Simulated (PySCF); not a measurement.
## Calculated NMR parameters of C#C[SiH2]O[SiH](OC)OC

```yaml
Formula: C4H10O3Si2
SMILES: C#C[SiH2]O[SiH](OC)OC
InChI: InChI=1S/C4H10O3Si2/c1-4-8-7-9(5-2)6-3/h1,9H,8H2,2-3H3
Point_group_of_the_computed_structure: C1
Degrees_of_unsaturation: 2
Carbon_signals: 3
Proton_signals: 4
```

Numbering as in the mapped SMILES `[CH:1]#[C:2][SiH2:3][O:4][SiH:5]([O:6][CH3:7])[O:8][CH3:9]` (H(Xn): hydrogen on atom n).

Computed data (PySCF 2.14.0 with density-fitted response routines): NMR shieldings at PBE0/pcSseg-1/GIAO, GFN2-xTB structure. Non-relativistic Hamiltonian, averaged over atoms made equivalent by symmetry, fast rotation or ring inversion, a single conformation, no solvent model.

δ = σ(ref) − σ, references computed at the same level: ¹H and ¹³C and ²⁹Si against TMS; ¹⁷O against H2O.

| carbon | δC, type | δH (multiplicity) | HMBC from (2–3 bonds) | span of the C tensor (ppm) |
| --- | --- | --- | --- | --- |
| C1 | 102.7, CH | 2.00 (t) | H(Si3) | 242 |
| C2 | 92.4, C | – | H(Si3), H(C1) | 295 |
| C7/C9 | 51.7, CH3 | 3.98 (s) | H(Si5) | 76 |

Other nuclei:
```csv
atoms,nucleus,environment,δ (ppm),σ (ppm)
H(Si3),¹H,"hydrogen on a silicon bonded to C, O",5.19,26.52
H(Si5),¹H,hydrogen on a silicon bonded to 3 O,4.35,27.36
Si3,²⁹Si,"silicon bonded to C, O, 2 H",-57.8,407.0
Si5,²⁹Si,"silicon bonded to 3 O, H",-67.7,416.9
O4,¹⁷O,oxygen bonded to 2 Si,63.8,272.2
O6/O8,¹⁷O,"oxygen bonded to C, Si",31.4,304.7
```

- Carbon types of the structure: 1 × C, 1 × CH, 2 × CH3, leaving 3 H on heteroatoms.
- δC 102.7: terminal alkyne carbon; the triple bond shields along its axis, which puts it between sp3 and sp2 carbons.
- δC 92.4: alkyne carbon; the triple bond shields along its axis, which puts it between sp3 and sp2 carbons.
- δC 51.7: methyl carbon bonded to O; pulled downfield by the heteroatom.
- δH 3.98: hydrogen on a methyl carbon bonded to O; its carbon carries O, hence the downfield position.
- δH 2.00: hydrogen on a terminal alkyne carbon; it lies on the axis of the triple bond, in its shielding cone.

Shifts are as computed. Against solution values, carbons near 30 ppm lie about +3 ppm off and those near 130 ppm about +5 ppm. Of 1309 compounds with measured shifts, 239 miss one by over three times the rms of a fit or turn the order of signals round; such compounds aren't used in these exercises. Experimental scales use liquid or dissolved standards, which lie at an offset from isolated H2O (liquid H2O: subtract about 36 ppm). Multiplicities follow the n + 1 count of equivalent neighbours, as no J values were calculated; m marks all less simple cases, F and P coupling included.
